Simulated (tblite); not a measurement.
C9H16.
Numbering: `[CH3:1][C@@:2]12[CH2:3][CH2:4][CH2:5][C@:6]1([CH3:7])[CH2:8][CH2:9]2` (hydrogens: H10, H11, H12 on C1; H13, H14 on C3; H15, H16 on C4; H17, H18 on C5; H19, H20, H21 on C7; H22, H23 on C8; H24, H25 on C9)

Structure used (GFN2-xTB), in Å, numbered top down from 1:
```xyz
25
C9H16 angstrom
C     -1.244   -1.205    1.365
C     -0.743   -0.280    0.271
C     -1.283    1.144    0.418
C     -0.245    2.027   -0.273
C      1.084    1.367    0.088
C      0.797   -0.136    0.059
C      1.733   -0.922    0.959
C      0.641   -0.709   -1.365
C     -0.873   -0.844   -1.160
H     -0.940   -0.845    2.344
H     -0.858   -2.213    1.232
H     -2.332   -1.251    1.338
H     -2.278    1.249   -0.016
H     -1.344    1.404    1.477
H     -0.394    2.004   -1.353
H     -0.298    3.065    0.056
H      1.382    1.663    1.096
H      1.887    1.643   -0.597
H      1.510   -1.985    0.920
H      1.651   -0.587    1.991
H      2.762   -0.777    0.632
H      0.936   -0.026   -2.160
H      1.156   -1.657   -1.512
H     -1.238   -1.869   -1.196
H     -1.480   -0.236   -1.829
```

Level: GFN2-xTB in tblite, geometry and Hessian alike; calculated harmonic values, unscaled, isolated species. The method is semi-empirical: single wavenumbers can be off by several per cent or more. One conformer, not necessarily the lowest.

Harmonic wavenumbers (cm⁻¹): 93.0, 197.6, 216.6, 230.3, 269.0, 274.2, 327.2, 364.7, 374.6, 456.1, 533.2, 570.9, 613.3, 715.7, 794.7, 847.3, 868.0, 908.2, 945.1, 957.3, 967.9, 976.6, 1004.7, 1011.8, 1047.7, 1054.2, 1072.0, 1078.3, 1106.5, 1181.1, 1184.3, 1190.4, 1226.6, 1227.8, 1232.0, 1253.7, 1255.2, 1272.7, 1284.8, 1317.3, 1332.6, 1333.1, 1403.7, 1412.8, 1472.7, 1484.3, 1486.0, 1488.6, 1492.7, 1497.6, 1504.4, 1507.2, 1513.7, 2970.2, 2971.7, 2988.5, 2991.7, 2992.1, 2995.3, 3004.9, 3006.8, 3008.2, 3011.8, 3017.7, 3018.7, 3026.3, 3031.6, 3035.1, 3041.4.

A = 1938, B = 1816, C = 1528 MHz; mass 124.125 u (most abundant isotopes); point group Cs, symmetry number 1.

Task: Zero-point energy?

Result: Half the sum of the wavenumbers: 50272 cm⁻¹ = 601.39 kJ/mol.

Task: Entropy at 200 K, 1 bar (ideal gas, RRHO, classical rotation)?

Result: Translation 160.69, rotation 114.19, vibration 48.66: S = 323.5 J/(mol K).

Task: And Cp and H(200 K) − H(0)?

Result: Cp = 108.37 J/(mol K), of which vibrations give 75.11 (their classical limit is 69 R = 573.7); H(200 K) − H(0) = 12.88 kJ/mol without the zero-point energy, 6.23 from vibrations.

Task: What must be added to the electronic energy to get the Gibbs energy at 200 K and 1 bar?

Result: ZPE + [H(200 K) − H(0)] − T·S = 601.39 + 12.88 − 64.71 = 549.56 kJ/mol.

Task: Blend soft modes into free rotors: weight 1/[1 + (100 cm⁻¹/ν̃)⁴] for the oscillator and the rest for a rotor with moment μB/(μ + B), μ = h/(8π²ν), B = 10⁻⁴⁴ kg m². What vibrational entropy results?

Result: 48.33 J/(mol K) in place of 48.66, which changes −T·S at 200 K by +0.07 kJ/mol.

Hindered rotation and anharmonicity are outside this model. Other conformers, if any are populated, would add a mixing term that is left out.

Hardware: an x86-64 server with one thread, no GPU, on a shared host. The figure is for the frequency step alone.
